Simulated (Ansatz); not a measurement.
Computed with Ansatz on PBE0-D4/def2-TZVP structures; ΔE is electronic, products minus reactants. CCSD(T)/CBS adds triple-zeta CCSD(T) − MP2 to the extrapolated MP2 energy (def2 sets, frozen cores). Functionals use def2-TZVPP. HSE06 is defined as in plane-wave codes. For Se outer-core shells are correlated without core-valence functions, which leaves a few kJ/mol of doubt a bond. Scalar relativity is left out up to krypton. Each species was taken in one conformer, which may not be the lowest.

`CC(C)CB(Cl)Cl` + `C[SeH]` → `C[Se]B(Cl)Cl` + `CC(C)C`  (ligand exchange at a B–C bond)

```
             level  ΔE (kJ/mol)
           PBE0-D4        -65.4
          HSE06-D4        -65.8
            revPBE        -71.8
         CAM-B3LYP        -59.3
       HF/def2-SVP        -51.2
     HF/def2-TZVPP        -54.5
     HF/def2-QZVPP        -53.7
SCS-MP2/def2-QZVPP        -67.3
```

Task: What does CCSD(T)/CBS give? (Estimate.)

Result: Computed: -65.4 kJ/mol. The listed levels differ from it by 0.0, -0.4, -6.4, 6.1, 14.2, 10.9, 11.7, -1.9 kJ/mol.

Task: What do rigid-rotor, harmonic-oscillator terms from PBE0-D4/def2-TZVP frequencies (298.15 K, 1 bar) make of the CCSD(T)/CBS value? (Estimate.)

Result: The calculation gave: ΔZPE = +8.3 kJ/mol, ΔH = -57.5 kJ/mol, ΔS = -12 J/(mol·K), ΔG = -53.9 kJ/mol. Modes under 50 cm⁻¹ make the entropy rough.

Largest T1 diagnostic among the species: 0.011.

From PBE to PBE0 (25 % exact exchange), in def2-TZVPP and without D4, ΔE moves by +3.8 kJ/mol. At CCSD(T), def2-SVP lies +6.7 kJ/mol from the extrapolated value and def2-TZVPP +2.6 kJ/mol. Leaving LDA and LC-ωPBE aside and taking each functional with its dispersion term where it has one, the values, not all of them listed here, spread over 12.4 kJ/mol, from revPBE-D4 to ωB97M-V. LDA lies +5.3 kJ/mol from PBE without D4.
